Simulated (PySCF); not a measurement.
From one molecule to another.

First species: C₃H₂FN₃O.
Atom-mapped SMILES: `[H]/[N:1]=[CH:2]/[c:3]1[n:4][c:5]([F:6])[n:7][o:8]1` (hydrogens: H9 on N1; H10 on C2)

Geometry (GFN2-xTB, Å), atoms numbered from 1 in this order:
```
atom  x, y, z in Å
N1    -2.2764   -0.5361    0.3092
C2    -1.4064    0.3656    0.2368
C3    -0.0028    0.0105    0.1018
N4     0.9854    0.8635    0.0158
C5     2.0541    0.0488   -0.0918
F6     3.2707    0.4986   -0.2034
N7     1.7610   -1.2249   -0.0758
O8     0.4237   -1.2536    0.0505
H9    -3.2373   -0.2172    0.4021
H10   -1.5631    1.4495    0.2626
```

Second species: C6H9F5O.
SMILES with atom numbers: `[CH3:1][CH2:2][O:3][C@H:4]([CH3:5])[C:6]([F:7])([F:8])[C:9]([F:10])([F:11])[F:12]` (hydrogens: H13, H14, H15 on C1; H16, H17 on C2; H18 on C4; H19, H20, H21 on C5)

Structure used (GFN2-xTB), in Å, numbered top down from 1:
```
atom  x, y, z in Å
C1    -2.6518    1.1111    0.0237
C2    -1.7643   -0.1006   -0.1984
O3    -0.4598    0.2317    0.2537
C4     0.5204   -0.7429    0.0218
C5     0.5546   -1.8507    1.0738
C6     1.8654    0.0067    0.0048
F7     2.2902    0.3296    1.2440
F8     2.8305   -0.7862   -0.5249
C9     1.8050    1.3101   -0.8356
F10    1.1072    1.1219   -1.9609
F11    1.2413    2.3106   -0.1717
F12    3.0255    1.7071   -1.1974
H13   -2.2417    1.9664   -0.5048
H14   -2.6960    1.3497    1.0821
H15   -3.6535    0.9068   -0.3424
H16   -2.1483   -0.9665    0.3568
H17   -1.7229   -0.3603   -1.2663
H18    0.4011   -1.1792   -0.9852
H19    1.4149   -2.4919    0.9028
H20    0.6237   -1.4091    2.0647
H21   -0.3506   -2.4475    1.0106
```

Levels: PBE0/pcSseg-1 for dipole moment, HOMO energy, LUMO energy and HOMO–LUMO gap; GFN2-xTB for rotational constant A and rotational constant C. Geometries: GFN2-xTB. All species are isolated and taken at one optimised geometry, non-relativistic unless stated. Electronic properties by PySCF.

Dipoles, sizes and rotational constants follow the conformer. The torsions of the flexible species, by atom-mapped SMILES:
- `[H]/[N:1]=[CH:2]/[c:3]1[n:4][c:5]([F:6])[n:7][o:8]1`: N1–C2–C3–N4 180°
- `[CH3:1][CH2:2][O:3][C@H:4]([CH3:5])[C:6]([F:7])([F:8])[C:9]([F:10])([F:11])[F:12]`: C1–C2–O3–C4 -175°, C2–O3–C4–C5 -83°, O3–C4–C6–F7 77°, C4–C6–C9–F10 -41°

Values for the first species:

| Property | Result |
| --- | --- |
| Dipole moment | 3.47 D |
| HOMO energy | -8.64 eV |
| LUMO energy | -2.59 eV |
| HOMO–LUMO gap | 6.05 eV |
| Rotational constant A | 7.841 GHz |
| Rotational constant C | 1.150 GHz |

Estimate the same properties for the second species, and the change in each.

| property | first | second | second less first |
| --- | --- | --- | --- |
| dipole moment | 3.47 D | 3.51 D | +0.04 D |
| HOMO energy | -8.64 eV | -8.02 eV | +0.62 eV |
| LUMO energy | -2.59 eV | 1.22 eV | +3.81 eV |
| HOMO–LUMO gap | 6.05 eV | 9.24 eV | +3.19 eV |
| rotational constant A | 7.841 GHz | 1.230 GHz | -6.611 GHz |
| rotational constant C | 1.150 GHz | 0.580 GHz | -0.570 GHz |

On the first: The dipole equals about 11.6 × 10⁻³⁰ C·m (1 D = 3.33564 × 10⁻³⁰ C·m).

On the second: The dipole equals about 11.7 × 10⁻³⁰ C·m (1 D = 3.33564 × 10⁻³⁰ C·m).
